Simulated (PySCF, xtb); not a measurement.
HOS, SMILES O[S], multiplicity 2.

Harmonic wavenumbers (cm⁻¹) from GFN2-xTB (xtb 6.7.1) at its own minimum, in rising order: 798, 1059, 3472.

**Question.** What does PBE-D3(BJ)/def2-TZVPD run with PySCF give at its own minimum? (An estimate is asked for; the answer gives what the named calculation found.)

**Answer.** 814, 1128, 3610. Paired by order, the mean absolute difference is 74 cm⁻¹ and the zero-point energies are 7.6 and 7.9 kcal/mol.
